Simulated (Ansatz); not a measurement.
Basis-set series for C$_{3}$H$_{4}$F$_{4}$ (`FC(F)CC(F)F`). The species carries charge 0 and has multiplicity 1. The geometry is a stationary point of PBE0-D4/def2-TZVP. It is one conformer, not always the lowest.

| functional | basis | functions | energy (Eh) | HOMO (eV) | LUMO (eV) |
| --- | --- | --- | --- | --- | --- |
| PBE0-D4 | def2-SVP | 118 | -515.20136 | -9.74 | 2.18 |
| PBE0-D4 | def2-TZVPP | 273 | -515.81915 | -9.90 | 1.59 |
| ωB97M-V | def2-SVP | 118 | -515.55288 | -12.14 | 3.91 |
| ωB97M-V | def2-TZVPP | 273 | -516.18652 | -12.32 | 3.06 |

(1) Give the rows for def2-QZVPP. (Estimate.)

## Answers

(1) The calculation gave: 
```tsv
functional	basis	functions	energy (Eh)	HOMO (eV)	LUMO (eV)
PBE0-D4	def2-QZVPP	519	-515.84560	-9.95	1.05
ωB97M-V	def2-QZVPP	519	-516.21171	-12.37	2.22
```

Positive LUMOs are unbound and depend on the basis.

Results of the Gaussian-basis code of Ansatz.
